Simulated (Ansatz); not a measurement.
Ansatz (an electronic-structure program) input (PBE/def2-TZVPD):

Ansatz 0.2 input:
```yaml
crystal:
  periodic: [false, false, false]
  atoms:
    - {symbol: Br, position_ang: [-0.15872360, 2.23261180, -0.00577811]}
    - {symbol: Al, position_ang: [0.00000000, 0.00000000, 0.00000000]}
    - {symbol: Br, position_ang: [2.01021759, -0.97877351, 0.10396956]}
    - {symbol: Br, position_ang: [-1.85149399, -1.25383829, -0.09819145]}
basis:
  gaussian:
    orbitals: def2-TZVPD
hamiltonian:
  xc: {name: PBE}
total_charge: -1
magnetization: {spin_polarized: true, initial_magnetization: 1}
```

Output:

```
Functional definition: PBE
integrals: 0.22 GiB planned
1524 factors; their error is unknown
0.30 GiB of the device are held for the grids
1.85 GiB of device memory are held for the factors and their scratch space
mean field: 1.23 GiB planned
mean field evaluation 1: about -216706.5304 eV, gradient 1.7e1 eV
mean field evaluation 2: about -216706.1478 eV, gradient 1.7e1 eV
mean field evaluation 4: about -216707.0137 eV, gradient 8.6e-1 eV
mean field evaluation 8: about -216707.0080 eV, gradient 2.8e-2 eV
mean field evaluation 16: about -216707.0080 eV, gradient 2.5e-5 eV
mean field evaluation 32: about -216705.7616 eV, gradient 5.7e-5 eV
mean field evaluation 64: about -216706.8830 eV, gradient 9.0e-1 eV
mean field -216707.00801425 eV, -7963.8356552378 hartree, gradient 2.6e-5 eV, S^2 0.752969; 8 other end points of the search recorded, 0 dependent functions left out
reference -216707.00805659 eV, -7963.8356567938 hartree; 60, 59 occupied and 154, 155 virtual orbitals, 1524 factors
Total energy: -216707.00805659 eV, -7963.8356567938 hartree
```

This state (charge -1, doublet) is run at the relaxed geometry of the species with charge 0 and multiplicity 1.
